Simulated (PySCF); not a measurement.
## SMILES O=C(O)C=C=CCF, C$_{5}$H$_{5}$FO$_{2}$

Molfile (atoms numbered from 1):
```
C5H5FO2
     RDKit          3D

 13 12  0  0  0  0  0  0  0  0999 V2000
   -2.1278   -0.9618   -0.7897 O   0  0  0  0  0  0  0  0  0  0  0  0
   -2.1464    0.0142   -0.0856 C   0  0  0  0  0  0  0  0  0  0  0  0
   -3.2788    0.5084    0.4402 O   0  0  0  0  0  0  0  0  0  0  0  0
   -0.9796    0.8187    0.3236 C   0  0  0  0  0  0  0  0  0  0  0  0
    0.2244    0.5577   -0.1035 C   0  0  0  0  0  0  0  0  0  0  0  0
    1.3932    0.2453   -0.5589 C   0  0  0  0  0  0  0  0  0  0  0  0
    2.3324   -0.7173    0.1074 C   0  0  0  0  0  0  0  0  0  0  0  0
    3.6020   -0.1936    0.1406 F   0  0  0  0  0  0  0  0  0  0  0  0
   -4.0374   -0.0280    0.1636 H   0  0  0  0  0  0  0  0  0  0  0  0
   -1.1888    1.6409    0.9918 H   0  0  0  0  0  0  0  0  0  0  0  0
    1.7687    0.6934   -1.4693 H   0  0  0  0  0  0  0  0  0  0  0  0
    2.3943   -1.6494   -0.4679 H   0  0  0  0  0  0  0  0  0  0  0  0
    2.0395   -0.9281    1.1398 H   0  0  0  0  0  0  0  0  0  0  0  0
  1  2  2  0
  2  3  1  0
  2  4  1  0
  4  5  2  0
  5  6  2  0
  6  7  1  0
  7  8  1  0
  3  9  1  0
  4 10  1  0
  6 11  1  0
  7 12  1  0
  7 13  1  0
M  END
```

Level of theory: GIAO BHandHLYP/pcSseg-1 magnetisability, rotational g tensor and spin-rotation constants, non-relativistic, gas phase in PySCF 2.14.0. Geometry: GFN2-xTB.

(1) Give the nuclear spin-rotation constants along the inertial axes (H = +C I·J) beside the isotropic shieldings.

(2) How do the rotational constants and the g tensor change when H9, H10, H11, H12, H13 are replaced by deuterium?

Answers

(1) Rotational constants 7.6552, 0.7279, 0.6913 GHz. A star marks the isotopologue with that one atom substituted, in its own axes.
```
atom  isotope  Caa (kHz)  Cbb (kHz)  Ccc (kHz)  mean (kHz)  σ (ppm)
  F8      19F      2.022      0.291      0.117       0.810    423.9
  H9       1H      0.027     -0.026     -0.094      -0.031     25.7
 H10       1H     -0.752      0.054     -0.076      -0.258     26.1
 H11       1H     -0.645     -0.085      0.051      -0.226     25.6
 H12       1H     -0.800      0.048     -0.064      -0.272     26.4
 H13       1H     -0.737     -0.068      0.036      -0.256     26.7
  O1     17O*     -3.989     -0.419     -0.065      -1.491    -90.7
  C2     13C*      4.195      0.234      0.178       1.536     12.8
  O3     17O*     -1.198     -0.216     -0.132      -0.515    132.2
  C4     13C*      1.894      0.258      0.111       0.754     94.4
  C5     13C*      3.515      0.365      0.308       1.396    -45.7
  C6     13C*      1.805      0.122      0.279       0.736     84.6
  C7     13C*      1.449      0.184      0.182       0.605    105.3
```
For the geometry as given, no vibrational averaging.

(2) Constants 6.5768, 0.6913, 0.6575 GHz; g -0.0736, -0.0080, -0.0073, against -0.0852, -0.0084, -0.0076 before.
